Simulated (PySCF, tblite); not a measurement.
## Isomers of C12H10: computed energies against enthalpies of formation

**The experiment to reproduce.**

CRC Handbook of Chemistry and Physics lists, for the gas at 298.15 K: enthalpy of formation of `c1cc2c3c(cccc3c1)CC2` (acenaphthene) 156 kJ/mol; enthalpy of formation of `c1ccc(-c2ccccc2)cc1` 181.4 kJ/mol.

The runs below try to reproduce these values; the comparison stands at the end.

Differences of these values give the isomerisation enthalpies. Geometries: PBE0-D3(BJ)/def2-SVP; runs in PySCF, gas phase, with a dispersion term only where the level names one. Total electronic energies (Eh):

| SMILES | PBE0-D3(BJ)/def2-SVP | PBE0/pcSseg-1 |
| --- | --- | --- |
| c1cc2c3c(cccc3c1)CC2 | -462.46561 | -462.70249 |
| c1ccc(-c2ccccc2)cc1 | -462.44790 | -462.68930 |

Zero-point energy and H(298.15 K) − H(0) from GFN2-xTB harmonic wavenumbers (unscaled, rigid rotor, ideal gas), added at every level, kJ/mol: `c1cc2c3c(cccc3c1)CC2` 491.7, `c1ccc(-c2ccccc2)cc1` 488.9.

**Comparison with experiment**

Relative to `c1cc2c3c(cccc3c1)CC2`, the lowest by measurement, in kJ/mol (measured: enthalpies at 298.15 K; computed: electronic energies):

```json
{"SMILES": "c1cc2c3c(cccc3c1)CC2", "measured": "0.0", "PBE0-D3(BJ)/def2-SVP": "0.0", "PBE0/pcSseg-1": "0.0"}
{"SMILES": "c1ccc(-c2ccccc2)cc1", "measured": "25.4", "PBE0-D3(BJ)/def2-SVP": "43.7", "PBE0/pcSseg-1": "31.8"}
```

Measured values: 156 kJ/mol (298.15 K; CRC Handbook of Chemistry and Physics) for the first row; the others come from the same table. Unsigned miss: PBE0/pcSseg-1 6.4, PBE0-D3(BJ)/def2-SVP 18.3 kJ/mol. Where a level misses, the cause wasn't examined.
